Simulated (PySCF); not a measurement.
Point-charge models of `O=C(CC[SiH3])C[SiH2]O` against its computed dipole.

Coordinates (GFN2-xTB, Å) and charges (e) from the PBE0/pcSseg-1 density (PySCF):

| atom | x | y | z | Mulliken | IAO | Hirshfeld | ESP-fitted |
| --- | --- | --- | --- | --- | --- | --- | --- |
| O1 | 0.354 | 1.327 | 0.739 | -0.4088 | -0.4485 | -0.2077 | -0.5139 |
| C2 | 0.263 | 0.114 | 0.820 | +0.1298 | +0.3864 | +0.1687 | +0.6642 |
| C3 | -1.051 | -0.606 | 0.642 | -0.2451 | -0.3006 | -0.0736 | -0.1633 |
| C4 | -2.140 | 0.291 | 0.062 | -0.4969 | -0.5340 | -0.1586 | -0.2318 |
| Si5 | -1.766 | 0.858 | -1.716 | +0.4872 | +0.5962 | +0.3054 | +0.3287 |
| C6 | 1.453 | -0.743 | 1.009 | -0.5043 | -0.6095 | -0.1692 | -0.8180 |
| Si7 | 2.410 | -0.610 | -0.664 | +0.8755 | +1.0432 | +0.4152 | +0.8402 |
| O8 | 2.500 | 0.957 | -1.031 | -0.5587 | -0.8006 | -0.3126 | -0.7000 |
| H9 | -0.884 | -1.479 | 0.006 | +0.1433 | +0.1465 | +0.0472 | +0.0732 |
| H10 | -1.345 | -0.979 | 1.630 | +0.1619 | +0.1620 | +0.0544 | +0.0748 |
| H11 | -2.254 | 1.162 | 0.709 | +0.1558 | +0.1590 | +0.0386 | +0.0856 |
| H12 | -3.090 | -0.247 | 0.088 | +0.1437 | +0.1501 | +0.0426 | +0.0836 |
| H13 | -1.504 | -0.343 | -2.520 | -0.0885 | -0.1274 | -0.0832 | -0.0984 |
| H14 | -0.618 | 1.754 | -1.802 | -0.0647 | -0.1084 | -0.0747 | -0.0689 |
| H15 | -2.965 | 1.529 | -2.227 | -0.0865 | -0.1169 | -0.0795 | -0.1021 |
| H16 | 2.102 | -0.321 | 1.774 | +0.1752 | +0.1783 | +0.0554 | +0.2321 |
| H17 | 1.198 | -1.764 | 1.269 | +0.1453 | +0.1574 | +0.0485 | +0.1902 |
| H18 | 3.768 | -1.101 | -0.472 | -0.1145 | -0.1402 | -0.0758 | -0.1377 |
| H19 | 1.660 | -1.346 | -1.682 | -0.1201 | -0.1605 | -0.0838 | -0.1669 |
| H20 | 1.903 | 1.559 | -0.570 | +0.2704 | +0.3674 | +0.1427 | +0.4283 |

**Question.** Compute μ = Σ q r for each scheme (1 e·Å = 4.803 D) and compare with the dipole of the full density.

**Answer.** The full density gives (-1.05, -2.74, 1.76) D, 3.43 D in size; dipole vectors point from the negative to the positive end.

| scheme | μx | μy | μz | size (D) | share of the full size (%) | angle to the full dipole (°) |
| --- | --- | --- | --- | --- | --- | --- |
| Mulliken | 0.22 | -4.05 | -1.04 | 4.19 | 122 | 51 |
| IAO | -0.58 | -4.36 | 0.31 | 4.41 | 129 | 30 |
| Hirshfeld | -0.40 | -2.02 | 0.85 | 2.22 | 65 | 12 |
| ESP-fitted | -1.07 | -2.78 | 1.75 | 3.46 | 101 | 0 |

**Question.** Which set comes closest?

**Answer.** Length of the difference vector: ESP-fitted 0.04 D, Hirshfeld 1.34 D, IAO 2.22 D, Mulliken 3.34 D. Closest: ESP-fitted. 

**Question.** What is left for the Hirshfeld atoms' own dipoles?

**Answer.** The shares of the density sum to the whole, so what Σ q r misses lies in dipoles about the nuclei. The atomic dipoles sum to (-1.05, -2.74, 1.76) − (-0.40, -2.02, 0.85) = (-0.65, -0.72, 0.91) D, 1.34 D in size.

**Question.** With the origin at the mean of the coordinates, (0.000, 0.001, -0.197) Å, which are the largest single terms, by size, of the Hirshfeld dipole along the direction of the full one?

**Answer.** O8 +2.94, H20 -1.39, Si5 -1.36, Si7 -0.98, H14 +0.73 D; all 20 atoms together +2.17 D. The single terms depend on the origin, their sum doesn't.

**Question.** Give the size of the full dipole in other units.

**Answer.** 3.43 D = 1.348 au = 0.713 e·Å = 11.43 × 10⁻³⁰ C·m.

One conformer (not necessarily the lowest) at the GFN2-xTB geometry, without solvent, vibrations or thermal averaging. GFN2-xTB frequencies show an imaginary mode (30i cm⁻¹), so this geometry is no minimum at that level.
